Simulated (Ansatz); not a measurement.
SnHBr3, relaxed as a singlet with RKS PBE0-D4/def2-SVP in Ansatz, starting from the GFN2-xTB geometry. Force threshold 0.02 eV/Å.

In the def2 sets Sn takes a core potential; there is no spin–orbit coupling.

Start:

```
atom   x (Å)   y (Å)   z (Å)
 Sn1  -0.033  -0.105  -0.133
  H2  -0.357  -1.184  -1.511
 Br3  -1.614  -0.587   1.761
 Br4  -0.314   2.298  -0.811
 Br5   2.318  -0.421   0.695
```

```tsv
step	energy (eV)	largest force component (eV/Å)	SCF passes
1	-215940.8512	0.930	13
2	-215940.8588	1.138	18
3	-215940.9200	0.077	19
4	-215940.9202	0.017	13
```

Force components are those of the run's own axes.

End:

```xyz
5

Sn   -0.034   -0.112   -0.143
H    -0.347   -1.145   -1.461
Br   -1.585   -0.580    1.725
Br   -0.311    2.255   -0.801
Br    2.278   -0.418    0.680
```

By distances, no bond broke or formed. The bond that changes most is Sn1–H2, from 1.78 to 1.70 Å (atoms count from 1).

No frequencies were taken in this run, so the end may be a saddle point.

Run time 9 s (4 threads of Arm Neoverse V2 on a shared host).
